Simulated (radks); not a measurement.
Radial electron density D(r) = 4 pi r^2 rho(r) of an atom or ion with 46 electrons. Calculated with a radial shooting solver on a logarithmic mesh with Libxc functionals: scalar-relativistic Kohn-Sham, LB94 model potential, spin-polarised, spherical densities, finite nucleus; Fermi nuclear charge, rms radius of each element as measured or else 0.836 A^(1/3) + 0.57 fm.

```
   r/bohr * D(r) (the largest magnitude, 80.3, reaches the edge; | marks zero)
 0.001021 |*
 0.001329 | *
 0.001731 |  *
 0.002236 |   *
 0.002911 |     *
 0.003791 |        *
 0.004936 |            *
 0.006428 |                  *
 0.008303 |                        *
  0.01081 |                                *
  0.01408 |                                      *
  0.01833 |                                          *
  0.02387 |                                          *
  0.03083 |                                       *
  0.04015 |                                    *
  0.05228 |                                       *
  0.06808 |                                                *
  0.08794 |                                                      *
   0.1145 |                                                  *
   0.1491 |                                        *
   0.1942 |                                     *
   0.2528 |                                           *
   0.3266 |                                        *
   0.4252 |                       *
   0.5537 |             *
    0.721 |             *
   0.9388 |             *
    1.213 |        *
    1.579 |   *
    2.056 |*
    2.677 *
    3.486 *
```

What is the nuclear charge?

Answer. Z = 49. The innermost maximum, from 1s, lies near gamma/Z bohr with gamma = sqrt(1 - (Z/c)^2) = 0.934, here 0.0191 bohr (found: 0.0208), and its height grows with Z. The density is that of the indium ion In3+ in [Kr] 4d10; the configuration itself is not fixed sharply by these data, and Z only to a few units. D(r) has 4 maxima, at r = 0.0208, 0.0923, 0.272, 0.813 bohr, and minima at 0.0408, 0.178, 0.595 bohr, inside which lie 1.99, 11.20, 29.06 electrons.
